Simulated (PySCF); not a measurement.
BrSn (SMILES [Br][Sn+]), charge +1, singlet, geometry from GFN2-xTB (such geometries of metal compounds can be far from the true shape) (all electrons, no relativity). Base run: B3LYP/3-21G in PySCF.

Geometry (Å):
```xyz
2

Sn     0.0000     0.0000    -1.0218
Br     0.0000     0.0000     1.4597
```
Charge +1, spin multiplicity 1.
All else is at PySCF's defaults.
Base energy -8560.40695 Eh.

The base run was repeated with changes; each row names its change, and settings that it needs were set with it.

| change | ΔE vs base (mEh) | SCF cycles | outcome |
|---|---|---|---|
| base | 0.000 | 8 | converged |
| diis_space = 2 | 0.000 | 10 | converged |
| DIIS = ADIIS | 0.000 | 15 | converged |
| solver = newton | 0.000 | - | converged |
| init_guess = 1e | 0.000 | 10 | converged |
| diis = off; damp = 0.3 (with mf.diis_start_cycle = 200; with mf.max_cycle = 150) | - | 150 | not converged |
| diis_space = 20 | 0.000 | 8 | converged |
| conv_tol_grad = 1e-3 | 0.000 | 8 | converged |
| DIIS = EDIIS | - | 50 | not converged |
| conv_tol = 1e-11 | 0.000 | 9 | converged |
| solver = newton; init_guess = 1e | 0.000 | - | converged |
| diis = off (with mf.max_cycle = 100) | - | 100 | not converged |
| level_shift = 0.3 (with mf.max_cycle = 100) | 0.000 | 19 | converged |
